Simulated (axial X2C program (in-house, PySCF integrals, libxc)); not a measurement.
# Nuclear properties of BrSiBr

Calculated with an in-house all-electron X2C program for linear molecules (integrals from PySCF): two-component X2C with atomic mean-field Coulomb and Gaunt terms, Gaussian nuclei, basis Br dyall-av3z, Si dyall-v3z with contracted cores.

Br–Si–Br held linear, with bonds 2.378 and 2.378 Å (near the PBE0 minimum at charge 0 of the determinant lowest at the starting distance; the state shown can have its own minimum elsewhere, held linear; other orders of the atoms were not compared).

Input and command:
```json
{"zs": [35, 14, 35], "q": 0, "bas": ["dyall-av3z", "dyall-v3z", "dyall-av3z"], "r0": [2.3, 2.3], "symm": 1, "scan": ["PBE0", "HF", "TPSSh"], "levels": ["PBE0", "HF", "B3LYP"], "nst": 2}
```
```bash
python solin.py task.json out
```

Keys: zs atomic numbers; q charge; bas basis sets; r0 starting distance in Å; symm equal bonds; scan levels of the two-bond scan; levels methods; nst determinants followed.

Determinant lowest in the PBE0 search, Ω = 0 (closed shell), highest spinor 57% Br p, 17% Si d, 15% Si s:

| level | qzz Br (a.u.) | qzz Si (a.u.) |
| --- | --- | --- |
| PBE0 | -0.20 | -0.99 |
| HF | -0.10 | -1.03 |
| B3LYP | -0.30 | -1.00 |

Determinant 1.03 eV from it at PBE0 and this distance, Ω = 2 (⟨Sz⟩ = 1.00, ⟨Lz⟩ = 1.00 at PBE0), spin on the atoms Br 0.17, Si 0.66, Br 0.17:

```csv
level,A∥/gI Br (MHz),qzz Br (a.u.),A∥/gI Si (MHz),qzz Si (a.u.)
PBE0,191,5.15,443,-0.09
HF,201,5.31,520,-0.14
B3LYP,191,5.14,451,-0.06
```

A∥ (defined per Ω) follows by multiplying with gI = μI/(I μN); qzz is the electric field gradient, eQq0 = 234.96 MHz × Q/barn × qzz. The operators were transformed with the bare-nucleus X2C matrices; with these basis sets, hyperfine constants and field gradients can be off by tens of per cent, and where levels differ in sign neither size nor sign is settled.

The molecule was held linear; bending was not examined, so a bent shape may lie lower.

Each state is one determinant with collinear spin, which with several unpaired electrons need not be a pure state. Unrestricted Hartree–Fock can overshoot spin polarisation at the nuclei. With several open shells hyperfine constants can be off by a factor of several. Open-shell Ω = 0 determinants with evenly filled partner blocks cannot be reached by this program, so the Ω shown need not be the lowest component. The search compared states at one distance, so a state with another bond length can lie lower. Where a field gradient or hyperfine factor spreads by more than a factor of two over the levels, a constant derived from it is not to be relied on. PBE0 term energies can be off by some tenths of an eV.
